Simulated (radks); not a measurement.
Removal energies from neutral calcium, [Ar] 4s2, by Delta-SCF beside the eigenvalue of the level emptied. All-electron calculation, scalar-relativistic Kohn-Sham, PBE, spin-polarised, spherical densities, finite nucleus; Fermi nuclear charge, rms radius of each element as measured or else 0.836 A^(1/3) + 0.57 fm. Program: a radial shooting solver on a logarithmic mesh with Libxc functionals. Open shells are filled with parallel spins first.

| removed from | final configuration | Delta-SCF (eV) | -eigenvalue (eV) |
|---|---|---|---|
| 4s | [Ar] 4s1 | 6.092 | 3.766 |
| 3p | [Ne] 3s2 3p5 4s2 | 34.335 | 28.008 |
| 3s | [Ne] 3s1 3p6 4s2 | 53.837 | 47.092 |
| 2p | [He] 2s2 2p5 3s2 3p6 4s2 | 356.92 | 334.74 |
